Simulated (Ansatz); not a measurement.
C$_{6}$H$_{3}$In, SMILES `C#[C][In]([C]#C)[C]#C`. The species carries charge 0 and has multiplicity 1. In: def2 effective core potential.

| atom | x (Å) | y (Å) | z (Å) |
| --- | --- | --- | --- |
| C1 | -1.066 | 0.017 | 3.102 |
| C2 | -0.673 | 0.010 | 1.959 |
| In3 | 0.001 | 0.000 | 0.000 |
| C4 | 1.165 | 1.563 | -0.704 |
| C5 | 1.844 | 2.475 | -1.114 |
| C6 | -0.491 | -1.574 | -1.256 |
| C7 | -0.778 | -2.491 | -1.988 |
| H8 | -1.413 | 0.022 | 4.110 |
| H9 | 2.443 | 3.279 | -1.476 |
| H10 | -1.031 | -3.301 | -2.634 |

**Question.** What are the harmonic wavenumbers in cm⁻¹ at PBE0-D4/def2-TZVP (Ansatz, finite differences of forces, unscaled)? (An estimate is asked.)

**Answer.** Computed: 63, 64, 69, 177, 177, 194, 260, 275, 275, 424, 459, 459, 708, 710, 710, 738, 738, 739, 2133, 2133, 2133, 3459, 3459, 3460.

**Question.** Is this a minimum?

**Answer.** Yes, all 24 modes are real.

**Question.** Give the ideal-gas thermochemistry at 298.15 K and 1 bar (rigid rotor, harmonic oscillator; point group D3h, symmetry number 6).

**Answer.** Zero-point energy 143.6 kJ/mol; H(298) − E = 171.9 kJ/mol; entropy 401.9 J/(mol·K), of which translation 174.3, rotation 107.6, vibration 120.0; G(298) − E = 52.0 kJ/mol. Modes under 100 cm⁻¹ are hindered rotations or soft bends, so the harmonic entropy is rough.

**Question.** Rotational constants (cm⁻¹)?

**Answer.** 0.05624, 0.05621, 0.02811.
